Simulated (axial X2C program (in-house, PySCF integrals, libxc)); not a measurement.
**NaRh⁻: cheaper levels and CCSD(T), 2c**

Computed with an in-house relativistic program for diatomic molecules. Two-component (2c) means X2C with spin–orbit coupling and atomic mean-field two-electron Coulomb and Gaunt terms. Basis: Rh dyall-acv3z [13s13p9d5f3g], Na dyall-av3z [10s9p5d2f] (cores contracted in-house); Gaussian nuclei, density fitting, unrestricted open shells. Masses: Rh 102.906 u, Na 22.990 u.

State: Ω = 7/2 (⟨Sz⟩ = 1.48, ⟨Lz⟩ = 2.02 at HF); fragments Rh- + Na.

| level | Re (Å) | ωe (cm⁻¹) |
| --- | --- | --- |
| PBE0 | 2.961 | 136.9 |
| CCSD | 2.997 | 137.3 |
| PBEsol | 2.827 | 158.5 |

Correlated methods: 11 electrons correlated (number of frozen shells: Rh 4 s, 3 p, 1 d; Na 2 s, 1 p), 337 virtual spin orbitals or spinors in MP2, 90 natural virtuals in coupled cluster.

CCSD(T), same Hamiltonian and basis:

Re = 2.970 Å, ωe = 143.6 cm⁻¹; T1 = 0.057 (Lee–Taylor normalisation).

Give the differences from CCSD(T) in the columns below.



| level | ΔRe (Å) | Δωe (cm⁻¹) |
| --- | --- | --- |
| PBE0 | -0.009 | -6.7 |
| CCSD | 0.027 | -6.3 |
| PBEsol | -0.143 | 14.9 |

The state is a single determinant with fixed occupations, the lowest that a limited PBE0 search found. De is not given where an atomic determinant may have missed its ground term or J level, or where the truncated virtual space spoils (T). Density functionals use the spin component along the axis (collinear). CCSD and (T) use frozen natural virtuals with an MP2 correction for the truncation; (T) itself is uncorrected, so its De runs slightly low. PBE0 can misorder states that lie within some tenths of an eV, so this need not be the ground state of the molecule. The nearest other 2c determinant of the search, Ω = 1/2, lies 0.25 eV up at the distance of the search. The functionals have no current-density term, which raises determinants with orbital currents, atoms included. The atomic limit has a lower orbital projection than the molecule and lies lower at mean-field level, so De may be about a tenth of an eV too small. With several unpaired electrons one determinant need not be a pure state. At some level and bond length an empty orbital lies below a filled one. The highest occupied level of some functionals is positive through self-interaction error; at Hartree–Fock it is bound. The determinant is spin-polarised beyond a pure state at some levels (its spin-free form has ⟨S²⟩ too high), which makes Re and μ there less reliable. The T1 diagnostic is large, a sign of multireference character. With the outer-core shells frozen, correlated bond lengths of heavy atoms tend to come out a few hundredths of an ångström too long.
